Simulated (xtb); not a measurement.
Se(F)(Et) (C2H5FSe), SMILES CC[Se]F. All values are semi-empirical tight-binding results from xtb (GFN2-xTB unless named), good for trends rather than for accurate numbers. Coordinates come from a GFN2-xTB optimisation. This is a generated structure with no PubChem entry under its InChIKey; it may be hypothetical. Other conformers were not sampled.

| Item | Result |
|---|---|
| orbital gap | 2.74 eV |
| zero-point energy | 41.2 kcal/mol |
| G − E(el) at 298.15 K (modified RRHO) | 22.2 kcal/mol |
| static polarisability (D4 model) | 55.6 bohr³ |
| solvation energy, GFN2-xTB/ALPB(water) | -2.1 kcal/mol |
| solvation energy, GFN2-xTB/ALPB(toluene) | -3.6 kcal/mol |
